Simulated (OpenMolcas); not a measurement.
**Mn IV: effect of the basis set**

```
Program             : OpenMolcas
Method              : SS-CASPT2, IPEA 0.25 Eh, imaginary shift 0.1 Eh (closed shells correlated: 3s 3p)
Active space        : 4 electrons in 10 orbitals (3d 4d)
State averaging     : 2S+1 = 5 even, 5 roots; 2S+1 = 3 even, 45 roots; 2S+1 = 1 even, 44 roots
Spin-orbit coupling : RASSI with atomic mean-field integrals over the reference wave functions, term energies averaged over their components
```

A. ANO-RCC-VTZP [6s5p3d2f1g], DKH2, point nucleus; CASPT2 step of the order of 9 core-minutes
B. ANO-R2 [7s4p4d2f1g], X2C, finite nucleus; CASPT2 step of the order of 13 core-minutes
C. ANO-RCC-VQZP [7s6p4d3f2g1h], DKH2, point nucleus; CASPT2 step about 13 core-minutes

Energies in cm-1 above 3d4 5D0, the measured ground level; measured values from Corliss and Sugar, J. Phys. Chem. Ref. Data 6, 1253 (1977).

| Level | A | B | C | Measured |
| --- | --- | --- | --- | --- |
| 3d4 5D0 | 0.0 | 0.0 | 0.0 | 0.0 |
| 3d4 5D1 | 104 | 102 | 102 | 99.0 |
| 3d4 5D2 | 306 | 302 | 301 | 287 |
| 3d4 5D3 | 598 | 591 | 589 | 552 |
| 3d4 5D4 | 972 | 960 | 957 | 886 |
| 3d4 3P0(1) | 21140 | 21290 | 20920 | 20654 |
| 3d4 3H4 | 21740 | 21890 | 21450 | 21281 |
| 3d4 3P1(1) | 21760 | 21900 | 21530 | 21279 |
| 3d4 3H5 | 21980 | 22120 | 21680 | 21475 |
| 3d4 3H6 | 22240 | 22380 | 21940 | 21679 |
| 3d4 3P2(1) | 22830 | 22970 | 22600 | 22325 |
| 3d4 3F2(1) | 23340 | 23490 | 23090 | 22791 |
| 3d4 3F3(1) | 23430 | 23580 | 23180 | 22862 |
| 3d4 3F4(1) | 23560 | 23710 | 23310 | 22959 |
| 3d4 3G3 | 26100 | 26250 | 25840 | 25440 |
| 3d4 3G4 | 26380 | 26520 | 26110 | 25671 |
| 3d4 3G5 | 26620 | 26760 | 26360 | 25878 |
| 3d4 3D3 | 32290 | 32470 | 32070 | 31385 |
| 3d4 3D2 | 32370 | 32550 | 32150 | 31474 |
| 3d4 3D1 | 32450 | 32630 | 32220 | 31581 |
| 3d4 1G4(1) | 32460 | 32610 | 32040 |  |
| 3d4 1I6 | 33020 | 33180 | 32580 |  |
| 3d4 1S0 | 35060 | 35210 | 34680 |  |
| 3d4 1D2 | 41060 | 41310 | 40750 |  |

Deviations, from unrounded energies. A percentage is the sum of absolute deviations over the sum of measured energies, with the sign that they share, or ± where signs differ.

```tsv
Against measurement	Levels	A	B	C
mean absolute deviation (cm-1)	19	510	630	310
fine structure of the ground term (%)	4	+8.5	+7.2	+6.9
other terms of the ground configuration (%)	15	+2.6	+3.2	+1.6
```

C lies closest to measurement on these levels and B furthest from it. The largest miss of C in the table is 3d4 3D3, by +680 cm-1. The ranking rests on the paired levels alone, and a cruder setting can come out closer through cancelling errors.

Among A to C the level of the table that moves most is 3d4 1I6, by 600 cm-1 (lowest in C, highest in B). Moves below CASPT2's spread within the term are not significant.

CASPT2 does not keep the components of a term degenerate, so their means are used; among the terms shown or strongly mixed into the levels shown the widest spread is 260 cm-1 (3d4 1G(1), A). Active for correlation alone: 4d; no level in the range computed is led by a configuration that fills it, so any true level of that kind is missing. The CASPT2 spread within a term exceeds the gap to the next term for 3d4 3D and 3d4 1G(1), so the order of their levels is uncertain (figures for A; the like holds for B, C). Computed and measured levels are paired by configuration, term and J; levels that our copy of the source lacks, or whose pairing is in doubt (as where it misses far off the trend of its configuration), stay unpaired and out of the deviations. Levels of configurations outside the active space are missing. The table leaves out levels that lie high or whose names do not pair safely across all columns.

A number in round brackets counts repeated terms of one configuration in the order of the reference energies.
